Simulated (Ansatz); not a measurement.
A short molecular-dynamics run on CH$_{4}$BFOS, SMILES `OBC(F)S`.

```yaml
crystal:
  periodic: [false, false, false]
  atoms:
    - {symbol: O, position_ang: [0.362785, 1.124364, -1.681254]}
    - {symbol: B, position_ang: [0.724685, 0.741924, -0.449276]}
    - {symbol: C, position_ang: [-0.038318, -0.473373, 0.232506]}
    - {symbol: F, position_ang: [-0.944768, -1.027514, -0.683238]}
    - {symbol: S, position_ang: [-0.860619, 0.085951, 1.720341]}
    - {symbol: H, position_ang: [-0.364414, 0.586212, -2.020680]}
    - {symbol: H, position_ang: [1.617500, 1.311183, 0.102111]}
    - {symbol: H, position_ang: [0.662284, -1.270738, 0.498047]}
    - {symbol: H, position_ang: [-1.070734, -1.124409, 2.264343]}
basis:
  gaussian: {orbitals: def2-SVP}
hamiltonian: {xc: {name: BLYP}}
md: {timestep: 1 fs, n_steps: 30, ensemble: nvt_langevin, temperature: 1500, initial_velocities: maxwell_boltzmann, friction: 0.01, seed: 14}
```

```sh
$ ansatz run in.yaml --threads 2 --pin off --events-out ev --progress --plain --max-ram 4352MiB
```

| step | time (fs) | potential energy (eV) | kinetic (eV) | T (K) | conserved (eV) |
| --- | --- | --- | --- | --- | --- |
| 0 | 0.0 | -17368.6410 | 1.5511 | 1333 | – |
| 1 | 1.0 | -17368.5538 | 1.5778 | 1356 | – |
| 2 | 2.0 | -17368.3259 | 1.2853 | 1105 | – |
| 3 | 3.0 | -17368.1512 | 1.1369 | 977 | – |
| 4 | 4.0 | -17368.0557 | 1.0941 | 940 | – |
| 5 | 5.0 | -17367.9365 | 1.0560 | 908 | – |
| 6 | 6.0 | -17367.7741 | 0.9079 | 780 | – |
| 7 | 7.0 | -17367.6053 | 0.8855 | 761 | – |
| 8 | 8.0 | -17367.4972 | 0.6583 | 566 | – |
| 9 | 9.0 | -17367.5099 | 0.6945 | 597 | – |
| 10 | 10.0 | -17367.6015 | 0.7332 | 630 | – |
| 11 | 11.0 | -17367.7471 | 0.8400 | 722 | – |
| 12 | 12.0 | -17367.9445 | 1.1242 | 966 | – |
| 13 | 13.0 | -17368.1014 | 1.2255 | 1053 | – |
| 14 | 14.0 | -17368.1017 | 1.4062 | 1209 | – |
| 15 | 15.0 | -17367.9782 | 1.3327 | 1146 | – |
| 16 | 16.0 | -17367.9202 | 1.3585 | 1168 | – |
| 17 | 17.0 | -17367.9557 | 1.3862 | 1192 | – |
| 18 | 18.0 | -17367.9751 | 1.5574 | 1339 | – |
| 19 | 19.0 | -17367.8992 | 1.5399 | 1324 | – |
| 20 | 20.0 | -17367.7464 | 1.2979 | 1116 | – |
| 21 | 21.0 | -17367.6349 | 1.0946 | 941 | – |
| 22 | 22.0 | -17367.6036 | 1.2064 | 1037 | – |
| 23 | 23.0 | -17367.5847 | 1.3121 | 1128 | – |
| 24 | 24.0 | -17367.5191 | 1.4229 | 1223 | – |
| 25 | 25.0 | -17367.4138 | 1.4450 | 1242 | – |
| 26 | 26.0 | -17367.3109 | 1.4652 | 1259 | – |
| 27 | 27.0 | -17367.2379 | 1.4026 | 1206 | – |
| 28 | 28.0 | -17367.2164 | 1.3280 | 1142 | – |
| 29 | 29.0 | -17367.2094 | 1.3152 | 1131 | – |
| 30 | 30.0 | -17367.1544 | 1.1762 | 1011 | – |

Velocities are drawn at the set temperature; a run this short doesn't reach equilibrium.

Frames (Å, forces in eV/Å):

```xyz
9
time=0.0 fs
O     0.363    1.124   -1.681    0.501    0.674   -0.255
B     0.725    0.742   -0.449    0.006   -0.170    0.181
C    -0.038   -0.473    0.233    0.213    0.121   -0.155
F    -0.945   -1.028   -0.683   -0.488   -0.293   -0.656
S    -0.861    0.086    1.720   -0.266    0.794    0.590
H    -0.364    0.586   -2.021   -0.613   -0.482   -0.241
H     1.617    1.311    0.102    0.316    0.242    0.135
H     0.662   -1.271    0.498    0.451   -0.383    0.156
H    -1.071   -1.124    2.264   -0.120   -0.503    0.246
9
time=1.0 fs
O     0.366    1.121   -1.672   -0.554    0.253   -1.469
B     0.716    0.741   -0.449   -0.784   -0.760   -0.410
C    -0.035   -0.462    0.212    0.283   -0.912    0.658
F    -0.936   -1.035   -0.690   -0.653   -0.133   -0.740
S    -0.865    0.090    1.732   -0.132    0.016    0.424
H    -0.357    0.570   -2.065    0.222    0.158    0.310
H     1.582    1.303    0.024    1.517    0.976    1.055
H     0.655   -1.303    0.469    0.152    0.316    0.144
H    -1.069   -1.159    2.251   -0.051    0.085    0.028
9
time=2.0 fs
O     0.368    1.119   -1.662   -1.336    0.048   -2.658
B     0.705    0.739   -0.448   -1.192   -1.115   -0.672
C    -0.032   -0.454    0.194    0.217   -1.898    1.382
F    -0.928   -1.045   -0.697   -0.777    0.034   -0.789
S    -0.870    0.095    1.743   -0.033   -0.722    0.287
H    -0.348    0.561   -2.105    0.720    0.572    0.752
H     1.560    1.306   -0.045    2.416    1.515    1.710
H     0.646   -1.332    0.446   -0.028    0.895    0.154
H    -1.064   -1.193    2.246    0.012    0.672   -0.167
9
time=3.0 fs
O     0.370    1.116   -1.652   -1.702    0.150   -3.606
B     0.691    0.737   -0.447   -0.542   -0.770   -0.388
C    -0.029   -0.447    0.179   -0.068   -2.658    1.950
F    -0.922   -1.057   -0.705   -0.859    0.197   -0.808
S    -0.876    0.099    1.754    0.063   -1.195    0.115
H    -0.329    0.562   -2.137    0.790    0.666    0.954
H     1.562    1.324   -0.096    2.284    1.382    1.820
H     0.632   -1.350    0.424   -0.007    1.199    0.228
H    -1.059   -1.217    2.241    0.041    1.029   -0.265
9
time=4.0 fs
O     0.371    1.113   -1.645   -1.691    0.479   -4.201
B     0.676    0.735   -0.445    0.911    0.198    0.123
C    -0.027   -0.443    0.164   -0.478   -3.145    2.376
F    -0.918   -1.068   -0.713   -0.923    0.339   -0.814
S    -0.882    0.102    1.765    0.174   -1.467   -0.105
H    -0.303    0.572   -2.164    0.539    0.506    0.918
H     1.588    1.358   -0.132    1.279    0.664    1.595
H     0.619   -1.356    0.398    0.153    1.238    0.379
H    -1.056   -1.233    2.228    0.037    1.188   -0.271
9
time=5.0 fs
O     0.371    1.112   -1.640   -1.439    0.892   -4.429
B     0.662    0.734   -0.443    2.430    1.341    0.517
C    -0.026   -0.441    0.150   -0.901   -3.380    2.677
F    -0.915   -1.079   -0.722   -0.961    0.455   -0.798
S    -0.889    0.103    1.776    0.289   -1.647   -0.344
H    -0.273    0.584   -2.184    0.132    0.214    0.705
H     1.626    1.405   -0.157    0.067   -0.207    1.335
H     0.609   -1.352    0.370    0.368    1.080    0.564
H    -1.051   -1.245    2.210    0.015    1.251   -0.227
9
time=6.0 fs
O     0.371    1.111   -1.637   -0.938    1.370   -4.196
B     0.650    0.733   -0.441    3.528    2.350    0.630
C    -0.024   -0.441    0.137   -1.344   -3.375    2.865
F    -0.912   -1.087   -0.732   -0.945    0.535   -0.741
S    -0.895    0.104    1.787    0.414   -1.665   -0.610
H    -0.243    0.595   -2.196   -0.402   -0.201    0.301
H     1.664    1.454   -0.165   -0.887   -0.906    1.127
H     0.610   -1.336    0.343    0.601    0.740    0.752
H    -1.044   -1.249    2.188   -0.027    1.151   -0.128
9
time=7.0 fs
O     0.369    1.110   -1.636   -0.203    1.924   -3.470
B     0.639    0.734   -0.435    4.107    3.101    0.454
C    -0.024   -0.442    0.126   -1.818   -3.074    2.925
F    -0.910   -1.094   -0.743   -0.880    0.572   -0.641
S    -0.901    0.103    1.799    0.544   -1.402   -0.913
H    -0.213    0.607   -2.204   -1.058   -0.757   -0.299
H     1.693    1.496   -0.158   -1.480   -1.343    0.971
H     0.618   -1.310    0.320    0.881    0.202    0.937
H    -1.037   -1.238    2.166   -0.092    0.777    0.036
9
time=8.0 fs
O     0.367    1.110   -1.638    0.322    2.229   -2.749
B     0.631    0.740   -0.428    4.192    3.436    0.119
C    -0.025   -0.446    0.118   -2.190   -2.495    2.835
F    -0.909   -1.099   -0.753   -0.761    0.590   -0.501
S    -0.906    0.102    1.810    0.669   -0.795   -1.248
H    -0.192    0.611   -2.213   -1.419   -1.099   -0.663
H     1.707    1.525   -0.142   -1.783   -1.544    0.852
H     0.632   -1.278    0.304    1.153   -0.386    1.079
H    -1.030   -1.213    2.144   -0.183    0.064    0.276
9
time=9.0 fs
O     0.365    1.110   -1.641    0.225    1.913   -2.548
B     0.627    0.749   -0.417    3.852    3.337   -0.324
C    -0.029   -0.451    0.113   -2.348   -1.739    2.628
F    -0.908   -1.103   -0.763   -0.609    0.599   -0.339
S    -0.911    0.102    1.819    0.769   -0.020   -1.568
H    -0.189    0.600   -2.227   -1.076   -0.837   -0.289
H     1.704    1.537   -0.117   -1.874   -1.562    0.739
H     0.649   -1.249    0.298    1.341   -0.876    1.160
H    -1.019   -1.187    2.124   -0.280   -0.817    0.542
9
time=10.0 fs
O     0.363    1.110   -1.648   -0.255    1.192   -2.696
B     0.628    0.762   -0.408    3.211    2.918   -0.802
C    -0.036   -0.456    0.111   -2.247   -0.981    2.370
F    -0.906   -1.105   -0.774   -0.476    0.591   -0.177
S    -0.916    0.100    1.827    0.818    0.650   -1.822
H    -0.205    0.582   -2.246   -0.293   -0.172    0.565
H     1.686    1.535   -0.086   -1.796   -1.447    0.624
H     0.668   -1.224    0.298    1.386   -1.169    1.177
H    -1.007   -1.168    2.113   -0.347   -1.582    0.761
9
time=11.0 fs
O     0.360    1.111   -1.657   -0.628    0.588   -2.718
B     0.630    0.776   -0.400    2.338    2.229   -1.259
C    -0.044   -0.460    0.112   -1.704   -0.620    2.168
F    -0.904   -1.108   -0.786   -0.327    0.599    0.017
S    -0.919    0.098    1.834    0.803    0.854   -1.938
H    -0.228    0.568   -2.266    0.403    0.396    1.305
H     1.653    1.523   -0.049   -1.533   -1.191    0.529
H     0.693   -1.208    0.307    1.018   -0.992    1.040
H    -1.002   -1.165    2.108   -0.371   -1.864    0.857
9
time=12.0 fs
O     0.356    1.112   -1.669   -0.530    0.399   -2.168
B     0.636    0.793   -0.393    1.170    1.293   -1.829
C    -0.053   -0.463    0.113   -0.825   -0.577    2.031
F    -0.902   -1.111   -0.799   -0.129    0.636    0.258
S    -0.922    0.095    1.840    0.730    0.302   -1.880
H    -0.245    0.563   -2.274    0.646    0.540    1.537
H     1.608    1.502   -0.007   -1.005   -0.738    0.511
H     0.725   -1.201    0.323    0.288   -0.481    0.763
H    -1.002   -1.183    2.109   -0.346   -1.375    0.776
9
time=13.0 fs
O     0.350    1.114   -1.684    0.114    0.676   -1.015
B     0.642    0.808   -0.387   -0.257    0.195   -2.517
C    -0.062   -0.466    0.117    0.006   -0.526    1.874
F    -0.902   -1.114   -0.812    0.089    0.672    0.526
S    -0.925    0.093    1.845    0.622   -0.664   -1.724
H    -0.249    0.570   -2.267    0.340    0.191    1.189
H     1.550    1.478    0.042   -0.185   -0.078    0.626
H     0.756   -1.197    0.351   -0.438   -0.018    0.442
H    -1.004   -1.217    2.119   -0.290   -0.449    0.599
9
time=14.0 fs
O     0.346    1.116   -1.700    1.118    1.297    0.415
B     0.648    0.822   -0.384   -1.819   -1.022   -3.270
C    -0.072   -0.470    0.123    0.706   -0.404    1.675
F    -0.901   -1.117   -0.826    0.271    0.690    0.792
S    -0.929    0.091    1.851    0.506   -1.573   -1.562
H    -0.249    0.588   -2.254   -0.342   -0.496    0.502
H     1.487    1.451    0.098    0.824    0.740    0.916
H     0.780   -1.195    0.386   -1.031    0.325    0.121
H    -1.010   -1.255    2.136   -0.233    0.444    0.412
9
time=15.0 fs
O     0.341    1.119   -1.715    1.964    1.811    1.556
B     0.652    0.834   -0.385   -3.049   -2.023   -3.872
C    -0.083   -0.475    0.130    1.223   -0.131    1.441
F    -0.898   -1.120   -0.841    0.406    0.673    1.041
S    -0.931    0.088    1.856    0.393   -2.233   -1.434
H    -0.262    0.606   -2.242   -0.897   -1.051   -0.018
H     1.430    1.428    0.163    1.575    1.381    1.197
H     0.797   -1.186    0.425   -1.431    0.472   -0.166
H    -1.013   -1.289    2.160   -0.185    1.101    0.255
9
time=16.0 fs
O     0.338    1.124   -1.732    2.236    1.856    2.090
B     0.652    0.844   -0.389   -3.419   -2.332   -3.914
C    -0.094   -0.479    0.139    1.421    0.308    1.145
F    -0.895   -1.121   -0.855    0.482    0.620    1.246
S    -0.934    0.084    1.861    0.298   -2.528   -1.356
H    -0.291    0.617   -2.230   -0.950   -1.148   -0.069
H     1.384    1.422    0.235    1.596    1.457    1.060
H     0.798   -1.164    0.463   -1.508    0.348   -0.351
H    -1.014   -1.308    2.186   -0.155    1.419    0.149
9
time=17.0 fs
O     0.337    1.130   -1.748    2.001    1.531    2.178
B     0.651    0.852   -0.396   -3.134   -2.054   -3.311
C    -0.104   -0.481    0.147    1.300    0.858    0.769
F    -0.891   -1.121   -0.869    0.524    0.563    1.413
S    -0.938    0.079    1.867    0.227   -2.464   -1.351
H    -0.329    0.620   -2.212   -0.585   -0.905    0.173
H     1.348    1.432    0.312    1.080    1.062    0.425
H     0.782   -1.135    0.493   -1.276    0.005   -0.400
H    -1.017   -1.308    2.211   -0.136    1.403    0.103
9
time=18.0 fs
O     0.336    1.138   -1.763    1.451    1.014    2.100
B     0.648    0.858   -0.405   -2.638   -1.508   -2.384
C    -0.113   -0.482    0.156    0.840    1.469    0.298
F    -0.887   -1.121   -0.883    0.557    0.531    1.577
S    -0.943    0.073    1.873    0.164   -2.138   -1.400
H    -0.375    0.622   -2.187    0.021   -0.502    0.473
H     1.316    1.451    0.392    0.465    0.503   -0.454
H     0.751   -1.104    0.519   -0.734   -0.519   -0.316
H    -1.017   -1.294    2.234   -0.127    1.151    0.105
9
time=19.0 fs
O     0.334    1.145   -1.776    0.783    0.456    2.035
B     0.643    0.861   -0.416   -2.187   -0.916   -1.408
C    -0.121   -0.481    0.164    0.021    2.123   -0.321
F    -0.883   -1.122   -0.898    0.558    0.530    1.720
S    -0.948    0.068    1.879    0.105   -1.624   -1.482
H    -0.423    0.623   -2.155    0.679   -0.094    0.668
H     1.283    1.473    0.469    0.010   -0.002   -1.306
H     0.705   -1.080    0.541    0.154   -1.212   -0.045
H    -1.013   -1.273    2.261   -0.122    0.738    0.140
9
time=20.0 fs
O     0.332    1.153   -1.789    0.150   -0.021    2.019
B     0.635    0.864   -0.429   -1.834   -0.480   -0.535
C    -0.131   -0.478    0.174   -0.740    2.646   -0.929
F    -0.879   -1.124   -0.911    0.509    0.548    1.821
S    -0.953    0.061    1.886    0.054   -0.887   -1.629
H    -0.465    0.624   -2.119    1.223    0.227    0.688
H     1.252    1.492    0.530   -0.237   -0.343   -1.935
H     0.661   -1.069    0.555    0.992   -1.801    0.263
H    -1.004   -1.243    2.291   -0.117    0.112    0.238
9
time=21.0 fs
O     0.329    1.159   -1.799   -0.303   -0.355    2.097
B     0.625    0.866   -0.441   -1.539   -0.203    0.112
C    -0.140   -0.473    0.183   -0.772    2.476   -1.139
F    -0.874   -1.126   -0.923    0.414    0.595    1.880
S    -0.958    0.054    1.892   -0.006    0.001   -1.832
H    -0.498    0.626   -2.077    1.526    0.398    0.532
H     1.227    1.506    0.566   -0.328   -0.516   -2.281
H     0.631   -1.084    0.568    1.105   -1.753    0.245
H    -1.001   -1.209    2.327   -0.096   -0.644    0.385
9
time=22.0 fs
O     0.325    1.166   -1.806   -0.429   -0.480    2.253
B     0.614    0.868   -0.453   -1.272    0.022    0.632
C    -0.149   -0.464    0.191   -0.033    1.459   -0.905
F    -0.869   -1.127   -0.934    0.277    0.675    1.898
S    -0.962    0.047    1.896   -0.081    0.756   -2.004
H    -0.516    0.631   -2.033    1.457    0.353    0.218
H     1.197    1.520    0.580   -0.316   -0.599   -2.434
H     0.612   -1.127    0.585    0.458   -0.947   -0.158
H    -1.003   -1.180    2.369   -0.061   -1.239    0.500
9
time=23.0 fs
O     0.319    1.171   -1.814   -0.174   -0.377    2.460
B     0.603    0.869   -0.466   -1.036    0.198    1.072
C    -0.159   -0.453    0.200    0.883    0.070   -0.529
F    -0.862   -1.129   -0.944    0.127    0.764    1.895
S    -0.967    0.041    1.900   -0.182    0.927   -1.956
H    -0.519    0.638   -1.983    0.963    0.070   -0.221
H     1.161    1.532    0.576   -0.219   -0.602   -2.441
H     0.597   -1.185    0.607   -0.356    0.184   -0.680
H    -1.007   -1.168    2.421   -0.005   -1.233    0.400
9
time=24.0 fs
O     0.311    1.176   -1.820    0.320   -0.152    2.635
B     0.591    0.869   -0.478   -0.791    0.384    1.391
C    -0.169   -0.441    0.209    1.495   -1.252   -0.218
F    -0.856   -1.132   -0.953   -0.008    0.848    1.879
S    -0.972    0.036    1.904   -0.304    0.598   -1.648
H    -0.510    0.640   -1.936    0.188   -0.359   -0.676
H     1.125    1.540    0.550   -0.079   -0.542   -2.303
H     0.580   -1.244    0.634   -0.891    1.177   -1.105
H    -1.017   -1.171    2.484    0.070   -0.703    0.044
9
time=25.0 fs
O     0.301    1.181   -1.825    0.829    0.113    2.658
B     0.576    0.868   -0.489   -0.546    0.544    1.572
C    -0.178   -0.427    0.218    1.706   -2.304   -0.040
F    -0.849   -1.134   -0.961   -0.143    0.918    1.832
S    -0.977    0.032    1.908   -0.429    0.240   -1.259
H    -0.498    0.637   -1.898   -0.634   -0.831   -1.059
H     1.092    1.547    0.502    0.113   -0.399   -1.980
H     0.550   -1.295    0.655   -1.047    1.849   -1.341
H    -1.028   -1.177    2.550    0.152   -0.131   -0.384
9
time=26.0 fs
O     0.292    1.186   -1.828    1.001    0.178    2.570
B     0.559    0.867   -0.500   -0.376    0.570    1.492
C    -0.185   -0.413    0.228    1.627   -3.061    0.009
F    -0.843   -1.134   -0.968   -0.284    0.967    1.742
S    -0.982    0.027    1.911   -0.545   -0.020   -0.865
H    -0.486    0.623   -1.869   -1.132   -1.114   -1.343
H     1.064    1.545    0.436    0.406   -0.071   -1.410
H     0.509   -1.329    0.662   -0.932    2.212   -1.388
H    -1.041   -1.181    2.616    0.234    0.341   -0.807
9
time=27.0 fs
O     0.283    1.193   -1.831    0.612   -0.177    2.426
B     0.541    0.866   -0.510   -0.283    0.505    1.203
C    -0.191   -0.400    0.239    1.373   -3.409   -0.045
F    -0.838   -1.134   -0.976   -0.419    0.979    1.618
S    -0.987    0.023    1.915   -0.647   -0.203   -0.504
H    -0.477    0.596   -1.849   -1.063   -1.004   -1.548
H     1.045    1.542    0.363    0.752    0.367   -0.682
H     0.463   -1.337    0.655   -0.635    2.232   -1.280
H    -1.052   -1.187    2.677    0.309    0.710   -1.189
9
time=28.0 fs
O     0.274    1.200   -1.832   -0.182   -0.886    2.180
B     0.522    0.865   -0.518   -0.252    0.417    0.907
C    -0.196   -0.390    0.250    0.940   -3.211   -0.200
F    -0.833   -1.132   -0.984   -0.549    0.962    1.463
S    -0.992    0.018    1.919   -0.722   -0.239   -0.255
H    -0.472    0.558   -1.842   -0.548   -0.525   -1.662
H     1.036    1.552    0.288    1.065    0.760    0.027
H     0.408   -1.323    0.639   -0.112    1.825   -1.012
H    -1.060   -1.190    2.725    0.360    0.898   -1.449
9
time=29.0 fs
O     0.265    1.206   -1.830   -1.109   -1.754    1.770
B     0.503    0.866   -0.525   -0.245    0.320    0.751
C    -0.202   -0.387    0.258    0.279   -2.301   -0.505
F    -0.828   -1.129   -0.991   -0.682    0.925    1.286
S    -0.999    0.015    1.924   -0.762   -0.139   -0.149
H    -0.472    0.514   -1.851    0.154    0.166   -1.645
H     1.033    1.577    0.213    1.288    1.029    0.602
H     0.349   -1.296    0.617    0.697    0.850   -0.543
H    -1.062   -1.183    2.757    0.380    0.903   -1.568
9
time=30.0 fs
O     0.256    1.209   -1.825   -1.912   -2.535    1.169
B     0.485    0.867   -0.531   -0.112    0.360    0.924
C    -0.209   -0.386    0.263   -0.578   -0.699   -0.980
F    -0.825   -1.125   -0.997   -0.812    0.864    1.121
S    -1.006    0.013    1.929   -0.750    0.009   -0.186
H    -0.474    0.469   -1.869    0.755    0.838   -1.518
H     1.040    1.611    0.142    1.323    1.047    0.916
H     0.303   -1.261    0.588    1.712   -0.670    0.118
H    -1.060   -1.171    2.773    0.374    0.786   -1.563
```

Hardware: 2 threads of an Arm Neoverse V2 on a shared host. Wall time 40 s, peak host memory 0.12 GiB.
